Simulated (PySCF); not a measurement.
C3H8FN2Si (doublet state).
Geometry (GFN2-xTB, Å), atoms numbered from 1 in this order:
```xyz
15
C3H8FN2Si angstrom
C     -2.0164   -0.5866    0.1898
C     -0.6544   -0.2150   -0.2745
C     -0.1752    1.2004   -0.2449
N      1.2722    1.1602   -0.2284
Si     1.9271   -0.3760    0.1039
F      3.0189   -0.8652   -0.9738
N      0.3995   -1.1129   -0.1953
H     -2.7522    0.1005   -0.2245
H     -2.2681   -1.5973   -0.1285
H     -2.1072   -0.5497    1.2851
H     -0.5774    1.7283    0.6402
H     -0.5172    1.7579   -1.1302
H      1.7292    2.0505   -0.1498
H      2.5633   -0.6069    1.3884
H      0.1535   -2.0804   -0.0795
```

The hyperfine couplings belong to this conformer and change with its torsions.

As a line formula: `C[C]1CN[Si@H](F)N1` [radical].

Level of theory: UKS B3LYP, pcH-1 on C F H N Si, non-relativistic, mean-field spin-orbit, GIAO in PySCF 2.14.0. The structure is a single GFN2-xTB conformer in the gas phase; no vibrational or solvent corrections. A GFN2-xTB geometry isn't a minimum of the functional, and hyperfine couplings can be far from their values at a DFT geometry. Stability of the SCF solution: not tested.

Q: Match the computed a_iso(13C) values +140.2, -18.8, -3.9 MHz with the sites C1; C2; C3.

A: 
```json
{"site": "C1", "a_iso (MHz)": "-3.9", "ρ(0) (bohr⁻³)": "-0.0035", "position": "1 bond from C2", "distance from C2 (Å)": "1.49", "spin population": "-0.06", "largest |T| (MHz)": "3.9"}
{"site": "C2", "a_iso (MHz)": "+140.2", "ρ(0) (bohr⁻³)": "+0.1247", "position": "largest spin population", "distance from C2 (Å)": "0.00", "spin population": "+0.81", "largest |T| (MHz)": "145.3"}
{"site": "C3", "a_iso (MHz)": "-18.8", "ρ(0) (bohr⁻³)": "-0.0167", "position": "1 bond from C2", "distance from C2 (Å)": "1.49", "spin population": "-0.07", "largest |T| (MHz)": "2.5"}
```

Q: Match the computed a_iso(14N) values +11.2, +2.5 MHz with the sites N4; N7.

A: 
| site | a_iso (MHz) | ρ(0) (bohr⁻³) | position | distance from C2 (Å) | spin population | largest \|T\| (MHz) |
| --- | --- | --- | --- | --- | --- | --- |
| N4 | +2.5 | +0.0078 | 2 bonds from C2 | 2.37 | 0.00 | 0.5 |
| N7 | +11.2 | +0.0349 | 1 bond from C2 | 1.39 | +0.12 | 16.7 |

ρ(0) is the spin density at the nucleus and T the dipolar tensor; a_iso includes a spin–orbit part; entries for several nuclei are means. Largest spin populations (Mulliken): C2 (+0.81), N7 (+0.12), H10 (+0.08) and C3 (-0.07). No atom but C2 exceeds +0.15. The positive populations add up to 1.14 and the negative ones to -0.14, together 2S = 1. The angles at C2 add up to 354.4°, so it is nearly planar.

Class means assume fast exchange of nuclei equivalent by connectivity; if that motion is slow, each nucleus keeps its own coupling. The three 1H nuclei of mean +53.2 MHz run from 21.4 to 113.0 MHz in the frozen geometry.

The run took 80 s of wall time (with the writing of density and orbital grids) on Arm Neoverse V2, one thread, shared host with 96 logical CPUs at a one-minute load of 89, and the process peaked at 0.96 GiB of memory.
